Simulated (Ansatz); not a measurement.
Relaxation of a periodic cell of 17 atoms, Mo16H (host Mo, host structure bcc, interstitial H), to a largest force component of 0.03 eV/Å in at most 60 steps.

All numbers below come from DFT PBE, scalar-relativistic, plane waves, PAW in Ansatz 0.2.0. Settings: cutoff 420 eV, k mesh 3x3x3, gaussian smearing 0.1 eV, no spin polarisation.

```xyz
17
Lattice="6.3000 0.0000 0.0000 0.0000 6.3000 0.0000 0.0000 0.0000 6.3000" Properties=species:S:1:pos:R:3
Mo 0.000 0.000 0.000
Mo 3.150 0.000 0.000
Mo 0.000 3.150 0.000
Mo 0.000 0.000 3.150
Mo 1.575 1.575 1.575
Mo 3.150 3.150 0.000
Mo 3.150 0.000 3.150
Mo 4.725 1.575 1.575
Mo 0.000 3.150 3.150
Mo 1.575 4.725 1.575
Mo 1.575 1.575 4.725
Mo 3.150 3.150 3.150
Mo 4.725 4.725 1.575
Mo 4.725 1.575 4.725
Mo 1.575 4.725 4.725
Mo 4.725 4.725 4.725
H -0.008 5.535 1.488
```

Q: Where does it end, and by what steps?

A: It converged. The force dipped under the threshold on the way, but the program's further checks kept it going. Limits of this set-up: coarse k mesh, odd electron count without spin, a small cell, in which the defect meets its images. After 4 steps the energy has fallen by 0.307 eV; H17 moved furthest, 0.08 Å.

```tsv
step	energy less start (eV)	largest force component (eV/Å)	accepted
0	0.0000	2.323	yes
1	-0.1241	1.087	yes
2	-0.2996	0.216	yes
3	-0.3070	0.021	yes
4	-0.3070	0.021	yes
```

```xyz
17
Lattice="6.3000 0.0000 0.0000 0.0000 6.3000 0.0000 0.0000 0.0000 6.3000" Properties=species:S:1:pos:R:3
Mo 0.000 0.041 -0.067
Mo 3.150 0.003 -0.012
Mo 0.000 3.149 -0.013
Mo 0.000 0.041 3.206
Mo 1.583 1.578 1.570
Mo 3.150 3.135 -0.017
Mo 3.150 0.003 3.151
Mo 4.717 1.578 1.570
Mo 0.000 3.149 3.153
Mo 1.636 4.687 1.570
Mo 1.586 1.592 4.720
Mo 3.150 3.135 3.157
Mo 4.663 4.687 1.570
Mo 4.713 1.592 4.720
Mo 1.581 4.725 4.720
Mo 4.718 4.725 4.720
H 0.000 5.514 1.569
```

Run time: 16 s on 4 threads of AMD EPYC 9R45 96-Core Processor (Zen 5), on a shared host, peak memory 1.1 GiB.
